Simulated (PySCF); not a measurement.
**Vibration and rotation of CaBr**

PBE0 constants of CaBr, ²Σ⁺ (doublet), unpaired electrons σ ↑ (basis Ca x2c-TZVPall, Br x2c-TZVPall; spin-free X2C with a Gaussian nucleus; PySCF 2.14; masses 39.9626 and 78.9183 u):

| Item | Value |
| --- | --- |
| ωe | 286.0 cm⁻¹ |
| ωexe | 0.868 cm⁻¹ |
| Be | 0.094755 cm⁻¹ |
| αe | 0.000412 cm⁻¹ |
| D (centrifugal) | 4.16e-08 cm⁻¹ |
| De to Ca + Br | 3.82 eV |

(1) Give the vibrational terms G(v) and spacings up to v = 6.

(2) How well does the Morse estimate ωe²/(4ωexe) reproduce De, and what is D0?

Spin–orbit coupling is left out. The state is the lowest determinant that a PBE0 search found; another state may lie lower at other levels.

Results:

(1) G(v) = ωe(v+½) − ωexe(v+½)².

```json
{"v": "0", "G(v) (cm⁻¹)": "142.8", "G(v) − G(v−1)": "", "Bv (cm⁻¹)": "0.09455"}
{"v": "1", "G(v) (cm⁻¹)": "427.0", "G(v) − G(v−1)": "284.3", "Bv (cm⁻¹)": "0.09414"}
{"v": "2", "G(v) (cm⁻¹)": "709.6", "G(v) − G(v−1)": "282.5", "Bv (cm⁻¹)": "0.09373"}
{"v": "3", "G(v) (cm⁻¹)": "990.4", "G(v) − G(v−1)": "280.8", "Bv (cm⁻¹)": "0.09331"}
{"v": "4", "G(v) (cm⁻¹)": "1269.4", "G(v) − G(v−1)": "279.1", "Bv (cm⁻¹)": "0.09290"}
{"v": "5", "G(v) (cm⁻¹)": "1546.7", "G(v) − G(v−1)": "277.3", "Bv (cm⁻¹)": "0.09249"}
{"v": "6", "G(v) (cm⁻¹)": "1822.3", "G(v) − G(v−1)": "275.6", "Bv (cm⁻¹)": "0.09208"}
```

(2) It gives 2.92 eV, 76 % of the computed De. D0 = De − G(0) = 3.82 − 0.02 = 3.80 eV.
